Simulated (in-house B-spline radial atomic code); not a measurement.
Rb⁺. Computed with a B-spline radial atomic code. Model: non-relativistic spherical atom: semilocal Troullier-Martins pseudo-atom, one channel per l, against all electrons, high spin, G0W0 and RPA with empty states to l = 8, local potential for every l without a channel, a model core (radius 0 = none) keeps its share of the functional.

A spurious bound state in the pseudo-atom.

The core holds an angular momentum without a channel of its own, so the local potential lets valence electrons into it.

Without relativity these are model numbers for so heavy an element.

What the tables leave out is listed at the end.

The pseudopotential gives back the lowest level of each angular momentum of its own functional in the configuration it was made in; a second state of the same l is only approximately right. Exact exchange, RPA and GW see the smooth pseudo-orbitals and miss the exchange with the core, for which the functional's share stands in. The column with an uncorrelated core keeps all orbitals and exact exchange, and so separates missing core correlation from pseudisation. Only the three outermost levels and the lowest empty one were computed. RPA here is direct RPA, with no exchange kernel, and its energies carry an (l + 1/2)⁻⁴ tail. A hybrid on a potential with a model core restores only its own semilocal share of the core's exchange.

Command:
```bash
python run_psgw.py task.json out
```
Settings (lengths in bohr, energies in hartree):
```
Z                      37
electrons              36
configuration          [Ar] 3d10 4s2 4p6
generated_in           [Kr] 5s1
functional             pbe,pbe
core_shells            6
radius_factor          1
core_correction        True
```

Cost of the run: 14 s on 1 thread of Arm Neoverse V2, on a shared host.

Given: made with PBE; model core radius 0.953 bohr; local radius 1.312 bohr; mean-field start PBE.

Valence shells of the generating configuration: 4s, 4p, 5s.

Channel: s 1.288, p 1.451 (radii in bohr).

Computed: largest level miss in the spin-unpolarised generating configuration 0.011 eV; valence RPA correlation energy all-electron orbitals -0.38562 hartree; valence RPA correlation energy pseudo -0.47781 hartree; all-electron RPA polarisability, core included 8.5489 bohr³.

| level | occupied | mean-field all-electron (eV) | mean-field pseudo minus all (eV) | G0W0 all-electron (eV) | G0W0 uncorrelated core minus all (eV) | G0W0 pseudo minus all (eV) | exchange self-energy all-electron (eV) | exchange self-energy pseudo (eV) |
| --- | --- | --- | --- | --- | --- | --- | --- | --- |
| 4p | 1 | -21.65 | -0.02 | -27.431 | 0.213 | -0.044 | -24.641 | -20.853 |

Q: What is the pseudo-atom RPA polarisability?

A: 8.9969 bohr³.

Given: mean-field start PBE0.

Computed: valence RPA correlation energy pseudo -0.43524 hartree; all-electron RPA polarisability, core included 7.7281 bohr³; pseudo-atom RPA polarisability 8.1923 bohr³.

```csv
level,occupied,mean-field all-electron (eV),mean-field pseudo minus all (eV),G0W0 all-electron (eV),G0W0 uncorrelated core minus all (eV),G0W0 pseudo minus all (eV),exchange self-energy all-electron (eV),exchange self-energy pseudo (eV)
4p,1,-23.384,0.041,-27.611,0.211,-0.013,-24.595,-20.798
```

Q: What is the valence RPA correlation energy all-electron orbitals?

A: -0.35961 hartree.

Among the listed levels the largest G0W0 shift of the pseudo-atom is -0.04 eV, for 4p on the PBE start, while leaving the core uncorrelated moves that level by +0.21 eV.  Not in the tables (levels of low weight, unsolved or above zero; the highest and the empty levels are kept at any weight): on PBE the pseudo-atom's empty level 4d at -7.2 eV, below the lowest empty all-electron level, a spurious state that also inflates its RPA energy and polarisability; on PBE the G0W0 levels 4s (pseudo minus all +2.21 eV, weights 0.28 and 0.36); on PBE0 the G0W0 levels 4s (pseudo minus all +2.20 eV, weights 0.56 and 0.22); no Hartree-Fock pseudo-atom is run with a model core.
